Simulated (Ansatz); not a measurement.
Two structures of GeH6SO2, closed shell, reached by relaxing down either side of one saddle point (PBE0-D4/def2-TZVP). Energies are electronic, without zero-point energy. Ansatz 0.2.0; basis: def2-TZVPP and def2-QZVPP; cores frozen in the correlated methods. Filled d shells of the heavier atoms are correlated. The def2 sets are not built for correlating such inner shells, so the correlated values are less sure here. Extrapolation: Hartree–Fock as exp(−7.88 √X), correlation as X^−2.97. First:

```json
{"atom": "Ge1", "x (Å)": "-0.4640", "y (Å)": "-1.6299", "z (Å)": "-0.6313"}
{"atom": "S2", "x (Å)": "1.5178", "y (Å)": "-0.7069", "z (Å)": "-0.1570"}
{"atom": "H3", "x (Å)": "-0.6037", "y (Å)": "-1.7674", "z (Å)": "-2.1532"}
{"atom": "H4", "x (Å)": "-0.4088", "y (Å)": "-3.0084", "z (Å)": "0.0362"}
{"atom": "H5", "x (Å)": "-1.5890", "y (Å)": "-0.7689", "z (Å)": "-0.0491"}
{"atom": "H6", "x (Å)": "0.4384", "y (Å)": "0.7626", "z (Å)": "1.3536"}
{"atom": "O7", "x (Å)": "-0.1630", "y (Å)": "1.5005", "z (Å)": "1.5684"}
{"atom": "O8", "x (Å)": "-0.2082", "y (Å)": "2.1778", "z (Å)": "0.3144"}
{"atom": "H9", "x (Å)": "1.2459", "y (Å)": "0.4346", "z (Å)": "-0.8161"}
{"atom": "H10", "x (Å)": "0.2346", "y (Å)": "3.0060", "z (Å)": "0.5342"}
```

Second:

Ge1  (-1.231, -0.761, -0.027)
S2  (2.764, -0.645, -0.319)
H3  (-0.758, -0.739, -1.483)
H4  (-0.896, -2.066, 0.701)
H5  (-2.712, -0.372, 0.098)
H6  (1.811, -0.017, 0.398)
O7  (-0.269, 0.467, 0.906)
O8  (-0.466, 1.703, 0.195)
H9  (2.585, 0.173, -1.367)
H10  (-0.829, 2.257, 0.897)
(Å)

Q: Which bonds change from the first to the second?

A: GeH₄S ([SH][GeH3]) + H₂O₂ ([OH][OH]) → GeH₄O₂ ([OH][O][GeH3]) + H₂S; bonds formed: Ge1–O7, S2–H6; bonds broken: Ge1–S2, H6–O7.

Q: Give the saddle point's structure and its height above each. (An estimate is asked for; the value comes from the calculation.)

A: The calculation gives: 149.0 kJ/mol above the first and 119.6 kJ/mol above the second (CCSD(T) at an estimated basis limit (MP2 extrapolated from triple and quadruple zeta, plus CCSD(T) − MP2 in triple zeta)).
```csv
atom,x (Å),y (Å),z (Å)
Ge1,-0.6749,-0.9001,-0.2212
S2,2.0321,-0.8069,-0.1068
H3,-0.4869,-1.0012,-1.7376
H4,-0.5830,-2.1888,0.5988
H5,-2.0851,-0.2944,0.0180
H6,1.0873,0.5936,0.3914
O7,0.0405,0.7412,0.6994
O8,-0.5728,1.9958,0.4273
H9,2.0995,-0.3949,-1.3829
H10,-0.8566,2.2557,1.3136
```

No T1 diagnostic of these runs exceeds 0.014.

Labels in which every atom is bracketed show which atoms are joined, not bond orders.

For scale, one of the runs: CCSD(T)/def2-TZVPP, 236 basis functions, launched by `ansatz run in.yaml --threads 8 --pin off --events-out ev --progress --plain --max-ram 19148MiB`. Hardware: 8 CPU threads of an Intel Xeon 6975P-C, shared host. Wall time 22 s; peak host memory 4.9 GiB.
